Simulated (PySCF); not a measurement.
# One molecule, several mistakes: GeH7Si2 cation

Calculated results; nothing here was measured. They come from PySCF 2.14.0, an open-source quantum chemistry program, on an isolated molecule that a program drew, which may never have been made. The molecule is GeH7Si2 cation (charge +1, singlet), drawn as the SMILES string `[SiH3][GeH+][SiH3]`.

Each row is a Hartree-Fock (HF) and frozen-core CCSD(T) single point in the cc-pV(D+d)Z basis, meant for a local HF minimum. Run 1 is clean. Each other run has one planted mistake out of seven kinds, and not every kind appears here: one electron removed, one electron added, multiplicity raised by two, geometry at a saddle point, minimal basis STO-3G, one bond length entered in bohr, all coordinates scaled. The reference is restricted for singlets and unrestricted otherwise, and also for a bond in bohr. Adding or removing an electron swaps singlet and doublet. Electrons count all cores. HOMO and LUMO are orbital energies over both spins, the gradient is its largest component, and the lowest frequency (negative if imaginary) is given only where the gradient is small. Bond lengths are over the 9 bonds as drawn. T1 is the CCSD diagnostic: over 0.02 (restricted) or 0.045 (unrestricted) a single reference is doubtful. Germanium has the cc-pVDZ-PP basis, with a core potential (ECP10MDF) in place of its 10 inner electrons, and its 3s, 3p and 3d shells are frozen in CCSD(T).

Geometry of the clean run:
```xyz
10
GeH7Si2 cation, angstrom
Si   -0.1307    1.2747    2.5102
Ge   -1.1452    0.4171    0.4469
Si   -0.5482    0.6685   -1.9201
H     1.0056    2.1098    2.1005
H     0.2551    0.0515    3.2317
H    -1.2244    2.0218    3.1505
H    -2.3853   -0.4501    0.6823
H    -0.2687   -0.7118   -2.3471
H    -1.7601    1.2431   -2.5247
H     0.6212    1.5555   -1.9636
```

| run | electrons | basis functions | <S^2> | HOMO (eV) | LUMO (eV) | gradient (hartree/bohr) | lowest frequency (cm^-1) | mean bond (Å) | longest bond (Å) | T1 | HF (hartree) | CCSD(T) (hartree) | mistake |
|---|---|---|---|---|---|---|---|---|---|---|---|---|---|
| 1 | 66 | 104 | 0.000 | -15.39 | -5.49 | 1.6e-05 | 32 | 1.6958 | 2.454 | 0.0139 | -875.05636 | -875.40512 | no fault |
| 2 | 66 | 104 | 2.028 | -13.02 | -7.57 | 2.6e-02 | - | 1.6958 | 2.454 | 0.0152 | -874.97363 | -875.31623 | multiplicity raised by two |
| 3 | 66 | 104 | 0.875 | -14.04 | -5.52 | 8.9e-03 | - | 1.8412 | 2.780 | 0.0416 | -874.94819 | -875.28511 | one bond length entered in bohr |
| 4 | 65 | 104 | 0.780 | -22.32 | -13.42 | 6.4e-02 | - | 1.6958 | 2.454 | 0.0183 | -874.52742 | -874.85537 | ? |
| 5 | 67 | 104 | 0.767 | -7.27 | 1.59 | 3.4e-02 | - | 1.6958 | 2.454 | 0.0129 | -875.28985 | -875.65362 | ? |

**Which mistake was planted in run 4, and what did it cost?**

It counts 65 electrons, one fewer than the clean run, at the same geometry and basis. So the mistake is: one electron removed. Subtracting run 1 and multiplying by 627.51 kcal/mol a hartree, the energy moved by 331.9 kcal/mol in HF and 345.0 kcal/mol in CCSD(T).

**Which mistake was planted in run 5, and what did it cost?**

It counts 67 electrons, one more than the clean run, at the same geometry and basis. So the mistake is: one electron added. Subtracting run 1 and multiplying by 627.51 kcal/mol a hartree, the energy moved by -146.5 kcal/mol in HF and -155.9 kcal/mol in CCSD(T).

